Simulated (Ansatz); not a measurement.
Species: SiI₄ (charge -1, doublet). 
Structure (B3LYP-D3(BJ)/def2-TZVP (Ansatz, a quantum-chemistry and plane-wave program) minimum search):
```xyz
5

I      2.3581    -1.0888     0.4577
Si     0.0000     0.0000     0.0000
I     -1.5400    -1.7339    -1.2560
I     -1.1187     0.6703     2.2924
I      0.3006     2.1524    -1.4941
```
Charge -1, spin multiplicity 2.

Basis-set convergence of Hartree-Fock and CCSD correlation energies (hartree) with Ansatz. Valence correlation only, unless marked. Open shells are spin-unrestricted. Spin-orbit coupling is left out. The frozen core is the preceding noble-gas configuration, with the filled d and f shells of earlier blocks. Past Kr the def2 sets carry scalar-relativistic core potentials. This anion needs diffuse functions, which these sets lack.

| basis | functions | E(HF) | E(corr, CCSD) |
|---|---|---|---|
| def2-SVP | 122 | -1475.64800 | -0.51938 |
| def2-TZVPP | 242 | [?] | [?] |

Problem. Complete the blanks.

Solution. 
- def2-TZVPP, E(HF): -1475.79106
- def2-TZVPP, E(corr, CCSD): -0.72587
